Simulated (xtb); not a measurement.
Cl₄Ga (SMILES [Cl][Ga-]([Cl])([Cl])[Cl]), charge -1, singlet, at a GFN2-xTB geometry (such geometries of metal compounds can be far from the true shape); GFN1-xTB run with xtb.

Input for xtb:
```
$ xtb mol.xyz --gfn 1 --chrg -1 --etemp 10000 --json

# file mol.xyz
5

Ga     0.00000000     0.00000000    -0.00000000
Cl     1.71278737    -0.59908363    -1.19330116
Cl     0.65537446     0.49189976     2.01122558
Cl    -0.93767909     1.73912871    -0.90149802
Cl    -1.43048275    -1.63194484     0.08357359
```

Output, abridged:

```
   ID    Z sym.   atoms
    1   31 Ga     1
    2   17 Cl     2-5

           -------------------------------------------------
          |                Calculation Setup                |
           -------------------------------------------------

           -------------------------------------------------
          |                 G F N 1 - x T B                 |
           -------------------------------------------------

          ...................................................
          :                      SETUP                      :
          :.................................................:
          :  # basis functions                  50          :
          :  # atomic orbitals                  45          :
          :  # shells                           15          :
          :  # electrons                        32          :
          :  # halogen bonds                     0          :
          :  max. iterations                   250          :
          :  Hamiltonian                  GFN1-xTB          :
          :  restarted?                      false          :
          :  GBSA solvation                  false          :
          :  PC potential                    false          :
          :  electronic temp.        10000.0000000     K    :
          :  accuracy                    1.0000000          :
          :  -> integral cutoff          0.2500000E+02      :
          :  -> integral neglect         0.1000000E-07      :
          :  -> SCF convergence          0.1000000E-05 Eh   :
          :  -> wf. convergence          0.2000000E-04 e    :
          :  Broyden damping             0.4000000          :
          :  net charge                         -1          :
          :  unpaired electrons                  0          :
          ...................................................

 iter      E             dE          RMSdq      gap      omega  full diag
   1    -18.9122336 -0.189122E+02  0.542E+00    6.81       0.0  T
   2    -18.9137877 -0.155416E-02  0.327E+00    6.88       1.0  T
   3    -18.9138302 -0.424843E-04  0.151E-01    6.87       1.0  T
   4    -18.9138803 -0.500988E-04  0.182E-02    6.84       2.5  T
   5    -18.9138803 -0.970709E-08  0.427E-03    6.84      10.5  T
   6    -18.9138803 -0.132805E-08  0.875E-05    6.84     511.0  T
   7    -18.9138803  0.682121E-12  0.166E-05    6.84    2697.6  T

   *** convergence criteria satisfied after 7 iterations ***

         :::::::::::::::::::::::::::::::::::::::::::::::::::::
         ::                     SUMMARY                     ::
         :::::::::::::::::::::::::::::::::::::::::::::::::::::
         :: total energy             -18.893991494919 Eh    ::
         :: gradient norm              0.018801451332 Eh/a0 ::
         :: HOMO-LUMO gap              6.843453752602 eV    ::
         ::.................................................::
         :: SCC energy               -18.913880323131 Eh    ::
         :: -> electrostatic           0.076152443070 Eh    ::
         :: repulsion energy           0.022927140536 Eh    ::
         :: dispersion energy         -0.003038312324 Eh    ::
         :: halogen bond corr.         0.000000000000 Eh    ::
         :: add. restraining           0.000000000000 Eh    ::
         :: total charge              -1.000000000000 e     ::
         :::::::::::::::::::::::::::::::::::::::::::::::::::::

           -------------------------------------------------
          |                Property Printout                |
           -------------------------------------------------

    * Orbital Energies and Occupations

         #    Occupation            Energy/Eh            Energy/eV
      -------------------------------------------------------------
         1        2.0000           -0.7415366             -20.1782
       ...           ...                  ...                  ...
         4        2.0000           -0.7319309             -19.9169
         5        1.9995           -0.4162182             -11.3259
         6        1.9960           -0.3517983              -9.5729
         7        1.9960           -0.3517983              -9.5729
         8        1.9960           -0.3517983              -9.5729
         9        1.9925           -0.3320714              -9.0361
        10        1.9925           -0.3320714              -9.0361
        11        1.9870           -0.3147075              -8.5636
        12        1.9870           -0.3147075              -8.5636
        13        1.9870           -0.3147075              -8.5636
        14        1.9867           -0.3139339              -8.5426
        15        1.9867           -0.3139339              -8.5426
        16        1.9867           -0.3139339              -8.5426 (HOMO)
        17        0.1011           -0.0624416              -1.6991 (LUMO)
        18        0.0005            0.1074070               2.9227
        19        0.0005            0.1074070               2.9227
        20        0.0005            0.1074070               2.9227
        21        0.0003            0.1268821               3.4526
        22        0.0003            0.1268821               3.4526
        23        0.0003            0.1284470               3.4952
        24        0.0003            0.1284470               3.4952
        25        0.0003            0.1284470               3.4952
        26        0.0002            0.1313339               3.5738
        27        0.0002            0.1313339               3.5738
       ...           ...                  ...                  ...
        45                          0.6583389              17.9143
      -------------------------------------------------------------
                  HL-Gap            0.2514923 Eh            6.8435 eV
             Fermi-level           -0.1553356 Eh           -4.2269 eV

  Mulliken/CM5 charges         n(s)   n(p)   n(d)
     1Ga    0.31255  0.28113   0.963  1.057  0.667
     2Cl   -0.32814 -0.32028   1.894  5.434 -0.000
     3Cl   -0.32814 -0.32028   1.894  5.434 -0.000
     4Cl   -0.32814 -0.32028   1.894  5.434 -0.000
     5Cl   -0.32814 -0.32028   1.894  5.434 -0.000

Wiberg/Mayer (AO) data.
largest (>0.10) Wiberg bond orders for each atom

 ---------------------------------------------------------------------------
     #   Z sym  total        # sym  WBO       # sym  WBO       # sym  WBO
 ---------------------------------------------------------------------------
     1  31 Ga   3.875 --     3 Cl   0.969     5 Cl   0.969     4 Cl   0.969
                             2 Cl   0.969
     2  17 Cl   1.082 --     1 Ga   0.969
     3  17 Cl   1.082 --     1 Ga   0.969
     4  17 Cl   1.082 --     1 Ga   0.969
     5  17 Cl   1.082 --     1 Ga   0.969
 ---------------------------------------------------------------------------

Topologies differ in total number of bonds
Writing topology from bond orders to xtbtopo.mol

 dipole moment from electron density (au)
     X       Y       Z
   0.0000  -0.0000   0.0000  total (Debye):    0.000

           -------------------------------------------------
          | TOTAL ENERGY              -18.893991494919 Eh   |
          | GRADIENT NORM               0.018801451332 Eh/α |
          | HOMO-LUMO GAP               6.843453752602 eV   |
           -------------------------------------------------

normal termination of xtb
```
